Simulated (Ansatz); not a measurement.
Born–Oppenheimer molecular dynamics of a periodic cell of 17 atoms, Ba16Cu (host Ba, host structure bcc, interstitial Cu). It starts from a relaxed structure.

Computed with Ansatz, DFT LDA, scalar-relativistic, plane waves, PAW. Settings: cutoff 420 eV, k mesh 1x1x1, fermi-dirac smearing 0.15 eV, no spin polarisation.

```yaml
ensemble: NVT, Langevin thermostat
time_step: 4.5 fs
steps_asked: 150
set_temperature: 600 K
friction: 0.02 /fs
seed: 462498
```

Frames 9 fs apart, positions in Å.

Velocities at 45.0 fs (Å/ps):

```
Ba -0.23 -1.03 -0.41
Ba 1.74 0.18 -1.77
Ba -0.92 -0.61 -0.83
Ba 1.97 -2.00 -1.42
Ba -2.84 -0.62 2.55
Ba 0.49 0.80 1.45
Ba 1.65 1.29 1.67
Ba -1.67 -0.81 -1.16
Ba -2.15 -1.27 -0.21
Ba -0.52 -0.59 0.86
Ba 2.46 -0.66 -1.82
Ba 2.85 2.00 1.05
Ba 2.97 -2.14 -2.49
Ba -2.18 1.98 0.31
Ba -1.99 -1.70 1.22
Ba 2.12 -2.40 1.09
Cu -0.62 0.61 -1.49
```

```xyz
17
Lattice="10.0400 0.0000 0.0000 0.0000 10.0400 0.0000 0.0000 0.0000 10.0400" Properties=species:S:1:pos:R:3 time_fs=45.0 energy_less_start_eV=0.253 T=419
Ba -0.214 -0.145 -0.069
Ba 5.128 -0.115 -0.050
Ba -0.035 4.979 -0.015
Ba 0.086 -0.084 5.042
Ba 2.386 2.531 2.665
Ba 5.000 4.856 -0.015
Ba 5.198 0.016 5.078
Ba 7.496 2.591 2.432
Ba -0.026 5.073 5.134
Ba 2.428 7.528 2.483
Ba 2.696 2.633 7.393
Ba 5.051 5.136 5.057
Ba 7.643 7.385 2.348
Ba 7.400 2.620 7.496
Ba 2.420 7.640 7.626
Ba 7.573 7.367 7.594
Cu 2.539 1.269 -0.078
17
Lattice="10.0400 0.0000 0.0000 0.0000 10.0400 0.0000 0.0000 0.0000 10.0400" Properties=species:S:1:pos:R:3 time_fs=54.0 energy_less_start_eV=0.324 T=558
Ba -0.216 -0.154 -0.075
Ba 5.145 -0.113 -0.063
Ba -0.046 4.973 -0.017
Ba 0.094 -0.107 5.034
Ba 2.371 2.534 2.686
Ba 5.007 4.865 -0.007
Ba 5.205 0.022 5.088
Ba 7.483 2.579 2.420
Ba -0.050 5.055 5.133
Ba 2.421 7.520 2.490
Ba 2.719 2.621 7.376
Ba 5.082 5.155 5.082
Ba 7.663 7.363 2.321
Ba 7.380 2.650 7.495
Ba 2.400 7.626 7.636
Ba 7.600 7.351 7.602
Cu 2.537 1.280 -0.089
17
Lattice="10.0400 0.0000 0.0000 0.0000 10.0400 0.0000 0.0000 0.0000 10.0400" Properties=species:S:1:pos:R:3 time_fs=63.0 energy_less_start_eV=0.400 T=436
Ba -0.209 -0.156 -0.082
Ba 5.162 -0.113 -0.076
Ba -0.055 4.961 -0.011
Ba 0.098 -0.137 5.035
Ba 2.350 2.544 2.703
Ba 5.012 4.879 -0.005
Ba 5.203 0.030 5.087
Ba 7.475 2.558 2.405
Ba -0.078 5.044 5.132
Ba 2.420 7.516 2.495
Ba 2.740 2.622 7.362
Ba 5.108 5.164 5.118
Ba 7.675 7.343 2.296
Ba 7.356 2.692 7.506
Ba 2.385 7.617 7.651
Ba 7.623 7.352 7.614
Cu 2.531 1.299 -0.096
17
Lattice="10.0400 0.0000 0.0000 0.0000 10.0400 0.0000 0.0000 0.0000 10.0400" Properties=species:S:1:pos:R:3 time_fs=72.0 energy_less_start_eV=0.451 T=375
Ba -0.192 -0.157 -0.075
Ba 5.182 -0.115 -0.082
Ba -0.056 4.953 -0.014
Ba 0.104 -0.168 5.049
Ba 2.333 2.547 2.715
Ba 5.002 4.897 -0.010
Ba 5.201 0.022 5.075
Ba 7.468 2.536 2.396
Ba -0.093 5.033 5.136
Ba 2.420 7.520 2.489
Ba 2.757 2.642 7.348
Ba 5.119 5.168 5.148
Ba 7.679 7.326 2.282
Ba 7.335 2.721 7.511
Ba 2.382 7.605 7.656
Ba 7.644 7.353 7.611
Cu 2.507 1.320 -0.100
17
Lattice="10.0400 0.0000 0.0000 0.0000 10.0400 0.0000 0.0000 0.0000 10.0400" Properties=species:S:1:pos:R:3 time_fs=81.0 energy_less_start_eV=0.505 T=468
Ba -0.168 -0.154 -0.063
Ba 5.196 -0.134 -0.084
Ba -0.065 4.944 0.000
Ba 0.111 -0.183 5.062
Ba 2.318 2.560 2.722
Ba 4.982 4.916 -0.040
Ba 5.203 0.014 5.063
Ba 7.461 2.522 2.383
Ba -0.109 5.035 5.148
Ba 2.409 7.532 2.486
Ba 2.771 2.668 7.343
Ba 5.120 5.172 5.166
Ba 7.674 7.313 2.269
Ba 7.317 2.733 7.506
Ba 2.388 7.605 7.654
Ba 7.673 7.344 7.615
Cu 2.467 1.349 -0.108
17
Lattice="10.0400 0.0000 0.0000 0.0000 10.0400 0.0000 0.0000 0.0000 10.0400" Properties=species:S:1:pos:R:3 time_fs=90.0 energy_less_start_eV=0.557 T=418
Ba -0.144 -0.159 -0.051
Ba 5.214 -0.156 -0.076
Ba -0.080 4.934 0.013
Ba 0.112 -0.185 5.062
Ba 2.312 2.584 2.721
Ba 4.962 4.942 -0.063
Ba 5.205 -0.001 5.048
Ba 7.457 2.523 2.371
Ba -0.117 5.036 5.145
Ba 2.395 7.540 2.483
Ba 2.784 2.690 7.345
Ba 5.122 5.187 5.179
Ba 7.659 7.302 2.254
Ba 7.297 2.737 7.482
Ba 2.407 7.610 7.646
Ba 7.698 7.332 7.624
Cu 2.421 1.371 -0.112
17
Lattice="10.0400 0.0000 0.0000 0.0000 10.0400 0.0000 0.0000 0.0000 10.0400" Properties=species:S:1:pos:R:3 time_fs=99.0 energy_less_start_eV=0.610 T=362
Ba -0.133 -0.156 -0.031
Ba 5.228 -0.169 -0.071
Ba -0.090 4.928 0.028
Ba 0.113 -0.192 5.070
Ba 2.310 2.605 2.716
Ba 4.954 4.967 -0.081
Ba 5.216 -0.015 5.035
Ba 7.452 2.515 2.359
Ba -0.120 5.031 5.136
Ba 2.378 7.538 2.475
Ba 2.797 2.697 7.330
Ba 5.115 5.201 5.185
Ba 7.646 7.298 2.243
Ba 7.288 2.737 7.446
Ba 2.422 7.614 7.637
Ba 7.721 7.310 7.640
Cu 2.373 1.391 -0.103
17
Lattice="10.0400 0.0000 0.0000 0.0000 10.0400 0.0000 0.0000 0.0000 10.0400" Properties=species:S:1:pos:R:3 time_fs=108.0 energy_less_start_eV=0.672 T=435
Ba -0.124 -0.142 -0.001
Ba 5.228 -0.174 -0.080
Ba -0.095 4.928 0.052
Ba 0.116 -0.188 5.073
Ba 2.306 2.614 2.723
Ba 4.945 4.985 -0.105
Ba 5.224 -0.020 5.023
Ba 7.455 2.491 2.345
Ba -0.124 5.027 5.127
Ba 2.359 7.538 2.471
Ba 2.814 2.698 7.320
Ba 5.104 5.212 5.189
Ba 7.632 7.295 2.233
Ba 7.292 2.739 7.422
Ba 2.428 7.623 7.615
Ba 7.736 7.294 7.653
Cu 2.314 1.401 -0.106
17
Lattice="10.0400 0.0000 0.0000 0.0000 10.0400 0.0000 0.0000 0.0000 10.0400" Properties=species:S:1:pos:R:3 time_fs=117.0 energy_less_start_eV=0.739 T=503
Ba -0.114 -0.144 0.041
Ba 5.238 -0.175 -0.088
Ba -0.090 4.928 0.084
Ba 0.136 -0.183 5.078
Ba 2.304 2.627 2.731
Ba 4.931 5.003 -0.129
Ba 5.239 -0.021 5.008
Ba 7.470 2.461 2.327
Ba -0.119 5.025 5.122
Ba 2.345 7.543 2.480
Ba 2.837 2.696 7.308
Ba 5.088 5.213 5.170
Ba 7.625 7.281 2.230
Ba 7.308 2.740 7.401
Ba 2.432 7.626 7.595
Ba 7.739 7.284 7.659
Cu 2.267 1.412 -0.092
17
Lattice="10.0400 0.0000 0.0000 0.0000 10.0400 0.0000 0.0000 0.0000 10.0400" Properties=species:S:1:pos:R:3 time_fs=126.0 energy_less_start_eV=0.791 T=483
Ba -0.108 -0.143 0.076
Ba 5.251 -0.177 -0.094
Ba -0.082 4.916 0.117
Ba 0.152 -0.195 5.082
Ba 2.316 2.627 2.742
Ba 4.915 5.015 -0.158
Ba 5.245 -0.021 4.990
Ba 7.494 2.439 2.306
Ba -0.111 5.031 5.113
Ba 2.340 7.532 2.489
Ba 2.857 2.676 7.291
Ba 5.078 5.210 5.152
Ba 7.610 7.258 2.224
Ba 7.321 2.727 7.379
Ba 2.444 7.627 7.593
Ba 7.722 7.278 7.666
Cu 2.234 1.431 -0.075
17
Lattice="10.0400 0.0000 0.0000 0.0000 10.0400 0.0000 0.0000 0.0000 10.0400" Properties=species:S:1:pos:R:3 time_fs=135.0 energy_less_start_eV=0.827 T=543
Ba -0.111 -0.131 0.103
Ba 5.258 -0.184 -0.101
Ba -0.069 4.902 0.150
Ba 0.163 -0.205 5.085
Ba 2.338 2.627 2.746
Ba 4.902 5.026 -0.186
Ba 5.246 -0.022 4.968
Ba 7.519 2.423 2.295
Ba -0.105 5.034 5.102
Ba 2.337 7.518 2.499
Ba 2.879 2.665 7.289
Ba 5.072 5.208 5.129
Ba 7.591 7.248 2.215
Ba 7.343 2.705 7.369
Ba 2.454 7.619 7.606
Ba 7.689 7.263 7.687
Cu 2.192 1.453 -0.060
17
Lattice="10.0400 0.0000 0.0000 0.0000 10.0400 0.0000 0.0000 0.0000 10.0400" Properties=species:S:1:pos:R:3 time_fs=144.0 energy_less_start_eV=0.852 T=525
Ba -0.109 -0.121 0.122
Ba 5.268 -0.187 -0.101
Ba -0.059 4.901 0.173
Ba 0.173 -0.199 5.096
Ba 2.364 2.630 2.742
Ba 4.896 5.041 -0.207
Ba 5.240 -0.029 4.948
Ba 7.550 2.417 2.283
Ba -0.107 5.035 5.100
Ba 2.338 7.509 2.518
Ba 2.892 2.662 7.296
Ba 5.065 5.209 5.118
Ba 7.584 7.250 2.217
Ba 7.362 2.675 7.354
Ba 2.476 7.594 7.629
Ba 7.644 7.245 7.709
Cu 2.166 1.479 -0.050
```

Of the whole run (675 fs, mean temperature of the second half 639 K): A run of 0.68 ps of so small a system gives no equilibrium averages. Limits of this set-up: coarse k mesh.

The run took 9.1 min on 2 threads of Arm Neoverse V2 (shared host), peak memory 0.74 GiB.
